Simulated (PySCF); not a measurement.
## Two-dimensional NMR puzzle

Compound of formula C7H12O2Si. Correlations simulated from computed shifts and the bond graph:

HSQC (one-bond C–H):
```
  δH    δC
5.29  68.3
2.12   6.2
1.32  23.6
```

COSY cross peaks (H two or three bonds apart, from the bond graph; peaks can be absent where the dihedral angle is near 90°):
```
  δH    δH
5.29  1.32
```

HMBC (two and three bonds, from the bond graph):
```
  δH                  δC
5.29         185.9, 23.6
4.48  185.9, 115.8, 78.7
2.12         115.8, 78.7
1.32          68.3, 23.6
```

Carbons without hydrogens: δ 185.9, 115.8, 78.7.

Computed data (PySCF 2.14): NMR shieldings at PBE0/pcSseg-1/GIAO, coordinates at the GFN2-xTB level. Relativity neglected, one averaged value for each set of equivalent atoms, one computed conformer, isolated molecule.

Chemical shifts δ = σref − σ; TMS for 1H and 13C, all at this level.

Exchangeable hydrogens are left out of these lists.

**Question.** Assemble the structure.

**Answer.** `C(OC([SiH2]C#CC)=O)(C)C`.

Atoms are numbered as in `[CH3:1][C:2]#[C:3][SiH2:4][C:5](=[O:6])[O:7][CH:8]([CH3:9])[CH3:10]` (H(Xn): hydrogen on atom n).

- δC 185.9 is C5, a carbonyl carbon.
- δC 115.8 is C2, an alkyne carbon.
- δC 78.7 is C3, an alkyne carbon.
- δC 68.3 is C8, an sp3 CH bonded to O (δH 5.29).
- δC 23.6 is C9/C10, a methyl carbon (δH 1.32).
- δC 6.2 is C1, a propargylic methyl carbon (δH 2.12).
- HMBC from δH 5.29 reaches the proton-free carbon C5.
- HMBC from δH 4.48 reaches the proton-free carbons C5, C2, C3.
- HMBC from δH 2.12 reaches the proton-free carbons C2, C3.
- COSY links 5.29–1.32.

The shifts were computed for this structure.

Shifts are as computed. Against solution values, carbons near 30 ppm lie about +3 ppm off and those near 130 ppm about +5 ppm. Of 1211 compounds with measured shifts, 218 miss one by over three times the rms of a fit or turn the order of signals round; such compounds aren't used in these exercises.
